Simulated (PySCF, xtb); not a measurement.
C₂H₈OSi₂, SMILES [Si@H]1(C)CO[SiH2]1.

GFN2-xTB run with xtb 6.7.1 at its own geometry gives an orbital gap of 3.85 eV and a dipole moment of 2.29 D.

Geometry optimised at TPSSh-D3(BJ)/def2-SVP. The structure was generated by enumeration; whether it is a known compound was not checked.

Task: What does ωB97X/def2-TZVP (PySCF) give? (An estimate is asked for; the answer gives what the named calculation found.)

Result: gap 11.42 eV (levels -9.71 and 1.72 eV), dipole 2.21 D.
